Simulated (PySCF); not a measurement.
From one molecule to another.

First species: C4H4O.
SMILES: `C#CC(C)=O`

Second species: C5H6OS.
Z-matrix (Å and degrees, PBE0-D3(BJ)/def2-TZVP geometry), rows numbered from 1:
```
C 
S   1  1.7923
C   2  1.7383  1  100.55
C   3  1.4330  2  124.21  1  -178.86
C   4  1.3516  3  105.97  2  -179.94
O   5  1.3473  4  110.92  3    -0.01
C   6  1.3579  5  107.02  4     0.00
H   1  1.0898  2  106.57  3   179.26
H   1  1.0912  2  110.91  3    60.69
H   1  1.0913  2  111.08  3   -62.13
H   4  1.0781  3  127.04  2     0.09
H   5  1.0774  4  132.88  3  -179.98
H   7  1.0756  3  133.54  2    -0.18
```

Levels: B97-2/pcSseg-2 for dipole moment, HOMO energy, LUMO energy and HOMO–LUMO gap; PBE0-D3(BJ)/def2-TZVP for rotational constant A and rotational constant C. Geometries: PBE0-D3(BJ)/def2-TZVP. Each species is one conformer at its optimised geometry, gas phase, non-relativistic unless stated. Electronic properties by PySCF.

Dipoles, sizes and rotational constants follow the conformer. The torsions of the flexible species, by atom-mapped SMILES:
- `[CH3:1][S:2][c:3]1[cH:4][cH:5][o:6][cH:7]1`: C1–S2–C3–C4 -179°

Task: Which of the two has the higher HOMO–LUMO gap, and by how much?

Result: The second: 5.90 eV against 5.78 eV, a difference of 0.12 eV.

Task: Which has the higher HOMO energy?

Result: The second: -5.78 eV against -7.61 eV, a difference of 1.83 eV.

Task: Which has the higher rotational constant A?

Result: The first: 10.328 GHz against 5.918 GHz, a difference of 4.410 GHz.

Task: Which has the higher dipole moment?

Result: The first: 3.11 D against 0.90 D, a difference of 2.21 D.

Task: Which has the higher LUMO energy?

Result: The second: 0.12 eV against -1.83 eV, a difference of 1.95 eV.

Task: Which has the higher rotational constant C?

Result: The first: 2.973 GHz against 1.216 GHz, a difference of 1.757 GHz.

On the first: The dipole matches unit charges of opposite sign 0.65 Å apart (1 e·Å = 4.8032 D). Geometry: PBE0-D3(BJ)/def2-TZVP; no solvent, vibrations or thermal averaging.

On the second: The dipole equals about 3.0 × 10⁻³⁰ C·m (1 D = 3.33564 × 10⁻³⁰ C·m). A dipole of 0.90 D is allowed in Cs, and pure rotational transitions are dipole-allowed. Geometry: PBE0-D3(BJ)/def2-TZVP, one conformer, isolated molecule.
